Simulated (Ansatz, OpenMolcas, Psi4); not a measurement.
# Errors in the atomisation enthalpy at 298 K

8 molecules; the atomisation enthalpy at 298 K in kJ/mol, computed less measured. Shapes, held fixed at every level: PBE0-D4/def2-TZVP. Flexible molecules stand in one conformer, not always the lowest. Thermal terms are harmonic and unscaled (PBE0-D4/def2-TZVP); the spin-orbit lowering of the free atoms is taken from their spectra. Programs: Ansatz 0.2.0, OpenMolcas 26.06, Psi4 1.11. A level may come from different programs for different species; with the same settings they agree closely. Measured values: Active Thermochemical Tables, CRC Handbook of Chemistry and Physics.

Levels: A = HF/STO-3G; B = HF/cc-pVDZ; C = SVWN5/cc-pVDZ; D = B2PLYP/cc-pVDZ.

| molecule | from tabulated heats | A | B | C | D |
| --- | --- | --- | --- | --- | --- |
| HF (hydrogen fluoride) | 570 | -283 | -212 | +47 | -54 |
| CBr2ClF (SMILES FC(Cl)(Br)Br) | 1329 | -486 | -661 | +362 | -113 |
| C2H3ClO (acetyl chloride) | 2700 | -646 | -876 | +446 | -103 |
| C2H3F3 (1,1,1-trifluoroethane) | 3070 | -741 | -963 | +585 | -109 |
| C2H6O (dimethyl ether) | 3175 | -373 | -940 | +430 | -122 |
| C3H6 (SMILES C=CC) | 3438 | -286 | -908 | +408 | -118 |
| C2H6S2 (dimethyl disulfide) | 3320 | -320 | -1043 | +433 | -176 |
| C2H7N (dimethylamine) | 3448 | -421 | -1038 | +443 | -130 |

(1) Which level does best on this set, which worst, and which err to one side?

Results:

(1) 
| level | kind | mean error | mean absolute error | worst case |
| --- | --- | --- | --- | --- |
| HF/STO-3G | Hartree–Fock | -444.5 | 444.5 | C2H3F3 |
| HF/cc-pVDZ | Hartree–Fock | -830.1 | 830.1 | C2H6S2 |
| SVWN5/cc-pVDZ | LDA | +394.2 | 394.2 | C2H3F3 |
| B2PLYP/cc-pVDZ | double hybrid | -115.6 | 115.6 | C2H6S2 |

On this set B2PLYP/cc-pVDZ has the smallest mean absolute error and HF/cc-pVDZ the largest. HF/STO-3G is too low in 8 of 8; HF/cc-pVDZ is too low in 8 of 8; SVWN5/cc-pVDZ is too high in 8 of 8; B2PLYP/cc-pVDZ is too low in 8 of 8. The heats of C2H3F3 come from older tables and can be uncertain by 10 kJ/mol or more. The molecules' own spin-orbit binding is left out, so errors for heavy halides read too negative. For B2PLYP/cc-pVDZ the error grows with the size of the molecule. Hartree–Fock lacks correlation and underbinds. Rows in very small basis sets show the basis more than the method. Relativity is left out for Br. Outer-core shells of Br are correlated, in sets that cover them unevenly. The set is small.
